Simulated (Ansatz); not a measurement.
C₆H₁₅BN₂ (`CC1=[N+](C)[B-](C)(C)N1C`), relaxed with RKS PBE0-D4/def2-TZVP in Ansatz 0.2.0 from a PBE-D4/def2-SVP geometry. The force threshold is 0.005 eV/Å; the program also tests the step.

Total charge 0; spin multiplicity 1.

Start:

```xyz
24

C     1.634    0.956   -1.723
C     0.680    0.389   -0.720
N     0.932   -0.085    0.504
C     2.161   -0.150    1.233
B    -0.649   -0.377    0.684
C    -1.016   -1.945    0.721
C    -1.354    0.570    1.782
N    -0.646    0.250   -0.808
C    -1.532    0.504   -1.903
H     1.250    0.828   -2.753
H     2.625    0.466   -1.646
H     1.783    2.043   -1.550
H     2.904   -0.842    0.772
H     1.955   -0.528    2.254
H     2.655    0.843    1.343
H    -0.487   -2.534   -0.059
H    -2.107   -2.106    0.578
H    -0.763   -2.394    1.706
H    -1.103    0.242    2.815
H    -2.462    0.520    1.702
H    -1.061    1.637    1.690
H    -2.565    0.251   -1.597
H    -1.298   -0.110   -2.805
H    -1.535    1.572   -2.219
```

| step | energy (eV) | largest force (eV/Å) | largest move (Å) |
| --- | --- | --- | --- |
| 1 | -10116.0767 | 0.746 | 0.000 |
| 2 | -10116.1706 | 0.301 | 0.032 |
| 3 | -10116.1791 | 0.049 | 0.016 |
| 4 | -10116.1793 | 0.018 | 0.007 |
| 5 | -10116.1793 | 0.026 | 0.013 |
| 6 | -10116.1799 | 0.029 | 0.036 |
| 7 | -10116.1806 | 0.030 | 0.038 |
| 8 (rejected) | -10116.1710 | 0.526 | 0.197 |
| 9 (rejected) | -10116.1792 | 0.202 | 0.054 |
| 10 | -10116.1814 | 0.010 | 0.026 |
| 11 | -10116.1842 | 0.117 | 0.096 |
| 13 | -10116.1874 | 0.088 | 0.060 |
| 15 | -10116.1959 | 0.211 | 0.107 |
| 17 | -10116.2063 | 0.223 | 0.085 |
| 19 | -10116.2145 | 0.292 | 0.098 |
| 21 | -10116.2248 | 0.097 | 0.100 |
| 23 | -10116.2291 | 0.121 | 0.074 |
| 25 | -10116.2319 | 0.027 | 0.047 |
| 27 | -10116.2327 | 0.040 | 0.036 |
| 29 | -10116.2331 | 0.011 | 0.005 |
| 31 | -10116.2332 | 0.025 | 0.038 |
| 33 | -10116.2334 | 0.022 | 0.039 |
| 35 | -10116.2335 | 0.029 | 0.025 |
| 37 | -10116.2336 | 0.008 | 0.003 |
| 39 | -10116.2336 | 0.004 | 0.013 |
| 41 | -10116.2336 | 0.004 | 0.005 |

End:

```xyz
24

C     1.632    0.955   -1.697
C     0.675    0.377   -0.719
N     0.937   -0.167    0.455
C     2.109   -0.032    1.256
B    -0.640   -0.384    0.671
C    -1.099   -1.916    0.649
C    -1.251    0.545    1.821
N    -0.640    0.299   -0.785
C    -1.508    0.381   -1.912
H     1.167    1.088   -2.672
H     2.503    0.307   -1.809
H     1.981    1.931   -1.350
H     2.985    0.199    0.642
H     2.310   -0.964    1.789
H     2.002    0.763    2.005
H    -0.626   -2.491   -0.153
H    -2.185   -2.002    0.521
H    -0.860   -2.416    1.594
H    -0.981    0.171    2.815
H    -2.345    0.560    1.782
H    -0.909    1.584    1.756
H    -2.395    0.969   -1.665
H    -1.846   -0.613   -2.230
H    -1.018    0.860   -2.764
```

It took 120 s on 4 threads of an AMD EPYC 7R13 on a shared host and a share of an NVIDIA H100 80 GB, with 1 GiB of host memory at the peak.
